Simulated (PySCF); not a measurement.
A PySCF script (with the pyscf-properties extension) for the NMR shieldings of SMILES F[C@H]1[C@H](C)[SiH2]SC1, C4H9FSSi, on a GFN2-xTB geometry:

```python
import basis_set_exchange as bse
import numpy as np
from pyscf import gto, dft
from pyscf.prop import nmr

atoms = """
C     1.883266    0.095385    0.483310
C     0.563226    0.073951   -0.278375
Si   -0.423701    1.702614   -0.200393
S    -2.377898    0.817515   -0.170833
C    -1.753160   -0.882342   -0.385180
C    -0.376962   -1.002778    0.251417
F     0.125092   -2.260838   -0.032529
H     2.547352    0.849179    0.067443
H     2.375857   -0.873261    0.416772
H     1.719161    0.324225    1.534389
H     0.774575   -0.176941   -1.323996
H    -0.216465    2.429073    1.045532
H    -0.229471    2.523120   -1.389276
H    -2.471054   -1.557708    0.076733
H    -1.693935   -1.101618   -1.451795
H    -0.453481   -0.950632    1.345370
"""
names = dict.fromkeys(["C", "Si", "S", "F", "H"], "pcSseg-1")
basis = {el: gto.basis.parse(bse.get_basis(n, elements=[el], fmt="nwchem")) for el, n in names.items()}
mol = gto.M(atom=atoms, basis=basis, charge=0, verbose=0)
mf = dft.RKS(mol, xc="PBE0")
mf.grids.level = 2
mf.grids.alignment = dft.numint.BLKSIZE   # the property module wants whole blocks of grid points
mf.conv_tol = 1e-9
mf.kernel()

calc = nmr.RKS(mf)   # GIAO
C = mf.mo_coeff
Co = C[:, mf.mo_occ > 0]
resp = mf.gen_response(singlet=True, hermi=2)
def vind(x):   # induced exchange potential for any number of trial vectors
    d = np.einsum("pi,xij,qj->xpq", C, 2 * x.reshape(-1, C.shape[1], Co.shape[1]), Co, optimize=True)
    return np.einsum("xpq,pi,qj->xij", resp(d - d.transpose(0, 2, 1)), C, Co, optimize=True).ravel()
mo1, _ = nmr.rhf.solve_mo1(calc, with_cphf=vind)
sigma = calc.kernel(mo1)
for i, s in enumerate(sigma):   # ppm
    w = np.linalg.eigvalsh((s + s.T) / 2)
    print("%2d %-2s iso %8.1f  s11 %8.1f  s22 %8.1f  s33 %8.1f" % (i, mol.atom_pure_symbol(i), w.mean(), *w))
```

Task: What does it print?

Result: 
```
 0 C  iso    172.0  s11    157.3  s22    171.8  s33    186.9
 1 C  iso    156.8  s11    139.7  s22    151.4  s33    179.2
 2 Si iso    364.2  s11    331.3  s22    347.4  s33    413.9
 3 S  iso    728.5  s11    565.8  s22    677.0  s33    942.6
 4 C  iso    147.1  s11    113.6  s22    156.1  s33    171.4
 5 C  iso     85.3  s11     44.8  s22     78.2  s33    133.0
 6 F  iso    377.7  s11    334.6  s22    370.9  s33    427.7
 7 H  iso     30.4  s11     25.3  s22     28.0  s33     38.0
 8 H  iso     29.8  s11     24.6  s22     28.3  s33     36.6
 9 H  iso     30.8  s11     26.4  s22     28.8  s33     37.2
10 H  iso     30.1  s11     26.6  s22     29.4  s33     34.4
11 H  iso     27.1  s11     23.7  s22     24.7  s33     32.8
12 H  iso     26.8  s11     23.1  s22     24.4  s33     33.0
13 H  iso     28.6  s11     22.7  s22     27.1  s33     36.1
14 H  iso     28.6  s11     23.7  s22     27.2  s33     34.9
15 H  iso     27.2  s11     24.6  s22     27.9  s33     29.0
```

These numbers come from an equivalent density-fitted implementation of the same equations, which agrees with the script to about 0.01 ppm for H and up to a few tenths of a ppm for heavy atoms, so last digits may differ.

Task: Turn these shieldings into chemical shifts. Chemical shifts δ = σref − σ; 13C (σ = 186.93 ppm), 29Si (σ = 349.16 ppm), 1H (σ = 31.72 ppm) vs TMS; 33S (σ = 503.73 ppm) against CS2; 19F (σ = 170.95 ppm) against CFCl3, all at this level.

Result: Averaging equivalent atoms: C 5: 101.6; C 4: 39.9; C 1: 30.1; C 0: 14.9; Si 2: -15.0; S 3: -225; F 6: -206.8; H 12: 4.90; H 11: 4.66; H 15: 4.55; H 13: 3.10; H 14: 3.08; H 10: 1.59; H 7/8/9: 1.37 ppm. Unscaled 19F shifts against computed CFCl3 carry errors that often reach 10 to 50 ppm.

Size and cost of the density-fitted run: 178 basis functions, 56 s wall time on 1 thread of an Arm Neoverse N1, shared host; peak memory 0.82 GiB.
